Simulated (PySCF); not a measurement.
CaBr: everyday levels beside a composite calculation

PySCF; the state is a doublet (σ ↑). The composite is CCSD(T) extrapolated to the basis-set limit from two correlation-consistent sets, with core-valence (CV) and scalar-relativistic (SR) terms as its label shows; it has no spin–orbit coupling and nothing beyond (T). Here it is CCSD(T)/CBS(DT). It gives Re = 2.611 Å, ωe = 280 cm⁻¹ and De = 3.60 eV to Ca + Br.

```tsv
level	basis	relativity	Re (Å)	ωe (cm⁻¹)	De (eV)
UHF-SCS-MP2	6-31G(d,p)	no relativity	2.667	273	3.33
UHF-CCSD	def2-TZVPP	no relativity	2.647	278	3.41
UHF-CCSD(T)	6-31G(d,p)	no relativity	2.667	273	3.27
PBE	def2-TZVPP	no relativity	2.590	283	3.92
r²SCAN	pcseg-1	no relativity	2.594	291	4.30
M06-L	def2-TZVPP	no relativity	2.603	286	3.60
TPSSh	def2-TZVPP	no relativity	2.598	285	3.96
B97-3	pcseg-1	no relativity	2.615	283	3.63
HSE06	def2-SVP	no relativity	2.590	291	3.89
MN15	def2-SVP	no relativity	2.584	291	3.51
```

Task: Give the difference of each row from the composite.

Result: 

```json
{"level": "UHF-SCS-MP2", "basis": "6-31G(d,p)", "ΔRe (pm)": "+5.6", "Δωe (%)": "-2.5", "ΔDe (eV)": "-0.27"}
{"level": "UHF-CCSD", "basis": "def2-TZVPP", "ΔRe (pm)": "+3.6", "Δωe (%)": "-0.7", "ΔDe (eV)": "-0.19"}
{"level": "UHF-CCSD(T)", "basis": "6-31G(d,p)", "ΔRe (pm)": "+5.6", "Δωe (%)": "-2.5", "ΔDe (eV)": "-0.33"}
{"level": "PBE", "basis": "def2-TZVPP", "ΔRe (pm)": "-2.1", "Δωe (%)": "+1.1", "ΔDe (eV)": "+0.32"}
{"level": "r²SCAN", "basis": "pcseg-1", "ΔRe (pm)": "-1.7", "Δωe (%)": "+3.9", "ΔDe (eV)": "+0.70"}
{"level": "M06-L", "basis": "def2-TZVPP", "ΔRe (pm)": "-0.8", "Δωe (%)": "+2.1", "ΔDe (eV)": "+0.00"}
{"level": "TPSSh", "basis": "def2-TZVPP", "ΔRe (pm)": "-1.3", "Δωe (%)": "+1.8", "ΔDe (eV)": "+0.36"}
{"level": "B97-3", "basis": "pcseg-1", "ΔRe (pm)": "+0.4", "Δωe (%)": "+1.1", "ΔDe (eV)": "+0.03"}
{"level": "HSE06", "basis": "def2-SVP", "ΔRe (pm)": "-2.1", "Δωe (%)": "+3.9", "ΔDe (eV)": "+0.29"}
{"level": "MN15", "basis": "def2-SVP", "ΔRe (pm)": "-2.7", "Δωe (%)": "+3.9", "ΔDe (eV)": "-0.09"}
```

Task: Which rows come closest in De?

Result: M06-L in def2-TZVPP (+0.00 eV), counted from the composite.

Correlated steps freeze the inner cores (14 to 19 orbitals); shallow outer-core shells are correlated. Correlated levels converge slowly with the basis: in double zeta they bind strong bonds too weakly, by up to about 1 eV, and carry superposition errors of some tenths. Spin–orbit coupling is left out. The state was picked by a PBE0 search and need not be the measured ground state.
